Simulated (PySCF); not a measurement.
## Threshold energies of AsBr in a plasma

PBE0 in PySCF with def2-TZVPPD on every atom, for the lowest determinant that a PBE0 search found; no spin–orbit coupling.

| species | state (unpaired electrons) | Re (Å) | ωe (cm⁻¹) | energy of the minimum from the neutral (eV) | De (eV) | dissociates to |
| --- | --- | --- | --- | --- | --- | --- |
| AsBr | triplet (π ↑↑) | 2.296 | 317 | 0.00 | 2.89 | As + Br |
| AsBr⁺ | doublet (π ↑) | 2.180 | 392 | 8.94 | 3.92 | As⁺ + Br |
| AsBr⁻ | doublet (π ↑) | 2.438 | 242 | -1.19 | 0.63 | As + Br⁻ |

Problem. Work out the lowest energy to break AsBr into atoms, from its vibrational ground state.

Solution. D0 = De − ωe/2 = 2.89 − 0.02 = 2.87 eV (PBE0/def2-TZVPPD).

Problem. Work out the ionisation energy of the As atom at this level and the threshold of dissociative ionisation.

Solution. IE(As) = 8.94 + 3.92 − 2.89 = 9.97 eV, so As⁺ + Br + e⁻ appears at D0 + IE(As) = 12.84 eV (PBE0/def2-TZVPPD). The measured IE(As) is 9.789 eV (NIST ASD).

Problem. Work out the electron affinity of the Br atom and the threshold of dissociative attachment.

Solution. EA(Br) = 2.89 − 0.63 − (-1.19) = 3.45 eV, so As + Br⁻ needs D0 − EA(Br) = -0.58 eV (negative: it is exothermic at zero electron energy) (PBE0/def2-TZVPPD). The measured EA(Br) is 3.364 eV.

Problem. At which energy does ion-pair formation open?

Solution. As⁺ + Br⁻ lies at D0 + IE(As) − EA(Br) = 9.39 eV (PBE0/def2-TZVPPD).

These are thermodynamic thresholds; the onsets seen under electron impact lie higher where the geometry changes, and cross-sections peak well above them.

Spin–orbit coupling is left out. For an ion De counts to the pair picked by the measured ionisation energies or electron affinities, which need not be the lowest pair at this level. The highest Kohn–Sham level is positive in this anion. Much of that is self-interaction error, but it also means that the finite basis helps to hold the extra electron. States were picked by a PBE0 search and need not be the measured ground states.
